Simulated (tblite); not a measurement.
Species: C₅H₇O₃ (doublet state).
Cartesian coordinates in Å at the GFN2-xTB level; atoms count from 1:
```xyz
15
C5H7O3 angstrom
C      2.5159    0.2865   -0.2667
O      1.5886   -0.7354   -0.5790
C      0.2829   -0.4489   -0.3646
C     -0.6792   -1.3335   -0.6979
O     -2.0029   -1.0494   -0.5679
C     -2.2995    0.1394    0.0075
C     -1.2616    0.7572    0.8752
O      0.0112    0.7536    0.2186
H      3.4936   -0.1268   -0.5034
H      2.4687    0.5535    0.7919
H      2.3326    1.1809   -0.8667
H     -0.4710   -2.2840   -1.1494
H     -3.3483    0.3057    0.1574
H     -1.1438    0.2086    1.8302
H     -1.4915    1.8007    1.0930
```

Level: GFN2-xTB in tblite, geometry and Hessian alike; calculated harmonic values, unscaled, isolated species. This tight-binding method is rough: wavenumbers can miss measured ones by several per cent, in bad cases by 10 to 20. One conformer, not necessarily the lowest. Open shells enter through the occupations alone, without spin polarisation, and single modes of such species can be off by tens of per cent.

Harmonic wavenumbers (cm⁻¹): 65.4, 133.9, 177.4, 201.2, 219.8, 336.6, 377.0, 418.1, 504.2, 534.6, 538.8, 710.5, 762.5, 879.0, 949.5, 977.9, 1032.5, 1047.1, 1058.8, 1121.8, 1145.9, 1184.8, 1212.4, 1230.2, 1264.1, 1298.0, 1333.8, 1397.2, 1441.7, 1452.5, 1471.0, 1634.3, 2756.3, 2957.0, 2972.0, 2998.2, 3037.7, 3151.5, 3165.8.

A = 4849, B = 1615, C = 1248 MHz; mass 115.040 u (most abundant isotopes); point group C1, symmetry number 1; spin multiplicity 2.

What is the zero-point energy?

Half the sum of the wavenumbers: 24576 cm⁻¹ = 293.99 kJ/mol.

Give the ideal-gas entropy at 200 K and 1 bar in the rigid-rotor, harmonic-oscillator model (classical rotation).

Translation 159.74, rotation 111.70, vibration 52.10, spin (R ln 2) 5.76: S = 329.3 J/(mol K).

And Cp and H(200 K) − H(0)?

Cp = 98.14 J/(mol K), of which vibrations give 64.88 (their classical limit is 39 R = 324.3); H(200 K) − H(0) = 12.77 kJ/mol without the zero-point energy, 6.12 from vibrations.

How do the functions run with temperature in this model?

| T (K) | S (J/(mol K)) | Cp (J/(mol K)) | H − H(0) (kJ/mol) | G − H(0) (kJ/mol) | ln q(vib) |
| --- | --- | --- | --- | --- | --- |
| 100 | 274.1 | 64.5 | 4.61 | -22.80 | 0.85 |
| 300 | 375.4 | 131.7 | 24.25 | -88.37 | 4.46 |
| 500 | 457.8 | 193.1 | 57.03 | -171.86 | 8.33 |
| 800 | 562.5 | 251.3 | 124.55 | -325.44 | 14.04 |
| 1000 | 621.3 | 275.5 | 177.37 | -443.95 | 17.62 |

q(vib) and H(0) count from the zero-point level.

Blend soft modes into free rotors: weight 1/[1 + (100 cm⁻¹/ν̃)⁴] for the oscillator and the rest for a rotor with moment μB/(μ + B), μ = h/(8π²ν), B = 10⁻⁴⁴ kg m². What vibrational entropy results?

50.23 J/(mol K) in place of 52.10, which changes −T·S at 200 K by +0.37 kJ/mol.

Hindered rotation and anharmonicity are outside this model. Other conformers, if any are populated, would add a mixing term that is left out. The structure is chiral; the term R ln 2 for an equal mix with its mirror image is left out.
